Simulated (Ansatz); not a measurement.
Cartesian coordinates in Å:
```
N -0.357 -1.354 0.883
Si 0.293 0.088 0.284
Br 2.164 0.340 1.477
O 0.494 0.162 -1.361
Al -0.441 1.640 -1.215
H -1.221 -1.741 0.545
H -0.026 -1.780 1.732
H -0.905 2.645 -2.345
```

Charge 0, multiplicity 1.

**Question.** List the CAM-B3LYP/def2-TZVPP orbital energies in eV (the Gaussian-basis code of Ansatz). (Estimate.)

**Answer.** The calculation gave: Occupied: -13140.58, -1802.32, -1702.08, -1533.83, -1533.77, -1533.77, -1527.01, -522.00, -391.35, -238.17, -179.06, -178.90, -178.89, -146.65, -115.02, -102.03, -101.98, -101.94, -75.74, -75.61, -75.53, -73.41, -73.36, -73.35, -73.22, -73.22, -28.44, -25.73, -23.08, -16.13, -15.83, -13.80, -13.27, -12.15, -11.55, -10.88, -10.25, -9.74, -9.46, -7.44. Lowest empty: -0.62, -0.21, 1.01, 1.80, 2.23, 3.14, 3.25, 3.44.
